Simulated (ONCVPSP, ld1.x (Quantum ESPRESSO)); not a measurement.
# Potentials for Cl (Z = 17) compared

Generated with ld1.x 7.5 (TM, RRKJ, ultrasoft, PAW), atompaw 4.2 or ONCVPSP 4.0.1. The cutoff is in Ry: for ld1.x and atompaw files where the sum of valence levels is converged to 10 mRy in a Bessel basis, for ONCV files where the hardest occupied wave has 1 mHa per electron of residual kinetic energy. The error is the largest all-electron minus pseudo excitation energy over each file’s own four to seven test configurations (ionisations up to +4, promotions, holes and added fractions of an electron), all of which were solved. The labels leave out finer settings (local radius, basis sizes, second energies), which also bear on the numbers. Spin-polarised tests are not counted. The rows are a selection from randomly drawn settings: files with unsolved tests, undetermined cutoffs or missed reference levels are left out.

| potential | cutoff (Ry) | largest error (meV) | bound ghosts |
| --- | --- | --- | --- |
| PAW, LDA (PZ), scalar-relativistic, rc 1.55/1.45 (sp), local smoothed, core correction yes, reference 3s2 3p5 | 25 | -29 | none |
| RRKJ, BP86, scalar-relativistic, rc 1.35/1.25 (sp), local s, core correction no, reference 3s2 3p3 | 55 | +111 | none |
| ONCV, LDA (Perdew-Zunger), scalar-relativistic, rc 0.80/0.85 (sp), local smoothed, core correction no, reference 2s2 2p6 3s1.75 3p5.25, qcut 18.2/17, projectors 3/2 | 252 | +13 | none |
| RRKJ, PBE, scalar-relativistic, rc 1.25/1.40/1.15 (spd), local s, core correction yes, reference 3s2 3p5 | 60 | +92 | none |
| ONCV, PBE, scalar-relativistic, rc 1.35/1.40/1.45 (spd), local smoothed, core correction no, reference 3s1 3p6, qcut 5.6/6.7/7.2, projectors 2/2/1 | 29 | +41 | none |
| ONCV, LDA (Perdew-Wang 92), scalar-relativistic, rc 0.75/0.70 (sp), local smoothed, core correction no, reference 2s2 2p6 3s2 3p5, qcut 17.8/15.9, projectors 2/2 | 458 | +32 | none |
| RRKJ, BP86, scalar-relativistic, rc 1.20/1.15/1.05 (spd), local s, core correction yes, reference 3s2 3p5 | 60 | +78 | none |

(1) Fill in the row for Cl: TM, revPBE, scalar-relativistic, rc 1.15/1.20 (sp), local p, core correction yes, reference 3s1 3p6.

(2) Fill in the row for Cl: ONCV, PBE, scalar-relativistic, rc 1.25/1.30/1.30 (spd), local smoothed, core correction yes, reference 3s2 3p4.5, qcut 6.5/7/7, projectors 2/2/2.

Answers

(1) cutoff 60 Ry, largest error +157 meV, bound ghosts: none.

(2) cutoff 33 Ry, largest error +47 meV, bound ghosts: none.
